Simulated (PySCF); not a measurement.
Coordinates in bohr (charge 0 multiplicity 1):
```
B     0.0000    0.0000    0.0000
I     4.0241    0.0000    0.0000
I    -2.0121    3.4850    0.0000
I    -2.0121   -3.4850    0.0000
```

These are results of PySCF, B3LYP, basis B def2-TZVP, I def2-TZVP with ECP28 (scalar-relativistic core potentials, no spin–orbit coupling, density fitting), not measurements.

This geometry of BI₃ is a stationary point at this level.

Q: What is the point group?

A: D3h.

Q: Is it a minimum?

A: Yes: all harmonic wavenumbers are real.

Q: Give the atomic charges and bond orders.

A: 
```json
{"atom": "B1", "Mulliken": "-0.16", "Löwdin": "-1.53", "polar tensor": "1.03", "Mayer order to B1": "–"}
{"atom": "I2,3,4", "Mulliken": "0.05", "Löwdin": "0.51", "polar tensor": "-0.34", "Mayer order to B1": "1.31"}
```

Q: What is the atomisation energy, with and without zero-point energy?

A: 898 kJ/mol without, 886 kJ/mol with.
